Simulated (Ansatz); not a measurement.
Frontier orbitals of C2H2ClIn (`C#[C][InH][Cl]`).

```xyz
6

C    -0.5451    0.8906    1.7104
C    -0.2177    0.2905    0.7142
In    0.3424   -0.7705   -0.9737
Cl    0.6518    0.5914   -2.8378
H    -0.8338    1.4284    2.5851
H     0.6024   -2.4305   -1.1982
```

The species carries charge 0 and has multiplicity 1. Correlated methods include outer-core shells of In, which these sets cover unevenly. In takes the def2 core potential. The structure was optimised at the PBE0-D4/def2-TZVP level. Basis def2-TZVPP, the Gaussian-basis code of Ansatz.

Orbital energies of one run (eV). Highest occupied ones, from the top: -7.37, -7.51, -7.57, -7.98, -8.70, -9.32, -11.75, -14.28, -19.68, -19.93, -20.44, -20.47, -20.51, -20.79. Empty: -2.76, -1.55, -0.72, 0.36, 0.53, 1.10.

Which functional gave them?
A. BLYP
B. B97M-V
C. ωB97X-V
D. ωB97M-V

B. HOMO energies: B97M-V -7.37, BLYP -6.98, ωB97M-V -10.61, ωB97X-V -10.74 eV.
